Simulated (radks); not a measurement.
Valence configurations of W (all share [Xe]). Calculated with a radial shooting solver on a logarithmic mesh with Libxc functionals: Dirac Kohn-Sham, PBEsol, spin-unpolarised, spherical densities, point nucleus; open shells are shared between the two j in proportion to 2j + 1. Energies are relative to 4f14 5d4 6s2; eigenvalues in eV.

[
 {"valence": "4f14 5d4 6s2", "E (eV)": "0.000", "e(4f5/2)": "-34.392", "e(4f7/2)": "-32.154", "e(5d3/2)": "-4.963", "e(5d5/2)": "-4.232", "e(6p1/2)": "-"},
 {"valence": "4f14 5d4.5 6s1.5", "E (eV)": "0.694", "e(4f5/2)": "-33.358", "e(4f7/2)": "-31.120", "e(5d3/2)": "-4.328", "e(5d5/2)": "-3.630", "e(6p1/2)": "-"},
 {"valence": "4f14 5d5 6s1", "E (eV)": "1.537", "e(4f5/2)": "-32.428", "e(4f7/2)": "-30.190", "e(5d3/2)": "-3.763", "e(5d5/2)": "-3.095", "e(6p1/2)": "-"},
 {"valence": "4f14 5d3.5 6s2 6p0.5", "E (eV)": "1.787", "e(4f5/2)": "-36.352", "e(4f7/2)": "-34.113", "e(5d3/2)": "-6.397", "e(5d5/2)": "-5.619", "e(6p1/2)": "-2.302"},
 {"valence": "4f14 5d4 6s1.5 6p0.5", "E (eV)": "2.221", "e(4f5/2)": "-35.205", "e(4f7/2)": "-32.967", "e(5d3/2)": "-5.695", "e(5d5/2)": "-4.950", "e(6p1/2)": "-2.140"},
 {"valence": "4f14 5d6", "E (eV)": "3.595", "e(4f5/2)": "-30.889", "e(4f7/2)": "-28.651", "e(5d3/2)": "-2.851", "e(5d5/2)": "-2.240", "e(6p1/2)": "-"},
 {"valence": "4f14 5d3 6s2 6p1", "E (eV)": "4.021", "e(4f5/2)": "-38.375", "e(4f7/2)": "-36.135", "e(5d3/2)": "-7.840", "e(5d5/2)": "-7.015", "e(6p1/2)": "-2.857"},
 {"valence": "4f14 5d4 6s1 6p1", "E (eV)": "4.506", "e(4f5/2)": "-35.972", "e(4f7/2)": "-33.733", "e(5d3/2)": "-6.373", "e(5d5/2)": "-5.615", "e(6p1/2)": "-2.529"},
 {"valence": "4f12 5d6 6s2", "E (eV)": "73.227", "e(4f5/2)": "-52.896", "e(4f7/2)": "-50.471", "e(5d3/2)": "-7.143", "e(5d5/2)": "-6.164", "e(6p1/2)": "-"},
 {"valence": "4f12 5d4 6s2 6p2", "E (eV)": "88.175", "e(4f5/2)": "-62.028", "e(4f7/2)": "-59.599", "e(5d3/2)": "-13.863", "e(5d5/2)": "-12.696", "e(6p1/2)": "-4.039"}
]

NIST lists [Xe] 4f14 5d4 6s2 as the ground configuration; this level of theory agrees among the configurations tried. The energies are those of spherical spin-averaged densities, not of single terms.
